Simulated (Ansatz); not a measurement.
[GeF3]- (GeF3⁻). Total charge -1; singlet. Geometry r2SCAN-D4/def2-TZVPD.

```xyz
4

Ge    0.675    0.239    0.003
F    -0.105   -0.396   -1.509
F    -0.719    1.310    0.460
F     0.149   -1.153    1.046
```

The 6-31G sets use Cartesian d functions. B3LYP takes the VWN-RPA correlation.

Q: Estimate the orbital energies around the gap (eV) in Ansatz with HF/6-31G, HF/def2-TZVPD, PBE-D4/def2-SVPD, B3LYP-D4/6-31G, B3LYP-D4/def2-TZVPD.

A: 
```
orbital  HF/6-31G  HF/def2-TZVPD  PBE-D4/def2-SVPD  B3LYP-D4/6-31G  B3LYP-D4/def2-TZVPD
 HOMO−9    -14.20         -14.73             -7.64           -8.42                -9.22
 HOMO−8    -11.34         -12.08             -5.01           -5.46                -6.51
 HOMO−7    -11.34         -12.08             -5.01           -5.46                -6.51
 HOMO−6    -11.12         -11.73             -4.26           -4.85                -5.89
 HOMO−5    -10.48         -11.18             -3.74           -4.15                -5.38
 HOMO−4    -10.48         -11.18             -3.74           -4.15                -5.38
 HOMO−3     -9.86         -10.51             -3.20           -3.74                -4.81
 HOMO−2     -9.82         -10.51             -3.20           -3.74                -4.81
 HOMO−1     -9.82         -10.44             -3.05           -3.56                -4.67
   HOMO     -4.46          -4.48             -0.82           -1.19                -1.79
   LUMO      8.61           5.93              4.47            5.81                 4.50
 LUMO+1      8.61           6.50              4.47            5.81                 4.54
 LUMO+2     10.27           6.50              4.68            7.13                 4.54
 LUMO+3     12.37           7.08              5.37            9.05                 5.08
 LUMO+4     15.98           7.41              6.63           11.65                 5.86
 LUMO+5     15.98           7.41              6.63           11.65                 5.86
```
